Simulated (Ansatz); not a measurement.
Ideal-gas functions of `O[SiH]1[NH][AlH]1` at 298.15 K and 1 bar, from an Ansatz frequency run at PBE0-D4/def2-TZVP.

Molar mass 89.11 g/mol, point group C1 (symmetry number 1), electronic degeneracy 1, moments of inertia 41.705, 174.873, 187.565 u Å². Harmonic wavenumbers (cm⁻¹, unscaled): 159, 205, 284, 404, 431, 490, 623, 652, 710, 783, 849, 895, 949, 967, 1930, 2151, 3582, 3914.

Use S(trans) = R[1.5 ln M + 2.5 ln T − 1.1517]; rotational temperatures θ = 24.2544 K / I; S(rot) = R[ln(√π/σ · √(T³/θAθBθC)) + 1.5]; for each mode x = 1.438777 ν̃/T, S = R[x/(eˣ − 1) − ln(1 − e⁻ˣ)] and H = RT x/(eˣ − 1); 1 cm⁻¹ = 0.0119627 kJ/mol; R = 8.31446 J/(mol·K).

**Question.** By hand: the entropy, in J/(mol·K).

**Answer.** Translation 164.9. Rotation: θ = 0.5816, 0.1387, 0.1293 K, giving 107.3. Vibration, mode by mode: 10.72, 8.74, 6.32, 3.97, 3.58, 2.86, 1.72, 1.54, 1.23, 0.93, 0.72, 0.60, 0.48, 0.45, 0.01, 0.00, 0.00, 0.00, in all 43.8. Electronic 0.0. Sum 316.0 J/(mol·K).

**Question.** By hand: H − E and G − E in kJ/mol, counted from the electronic energy.

**Answer.** Zero-point energy ½ × 19978 × 0.0119627 = 119.5; thermal vibration 8.2; translation, rotation and pV give 4 RT = 9.9. H − E = 137.6 kJ/mol, and G − E = 137.6 − 298.15 × 316.0/1000 = 43.4 kJ/mol.

Vibration gives 14 % of the entropy. The sum counts one conformer and one mirror image; others add a mixing term.
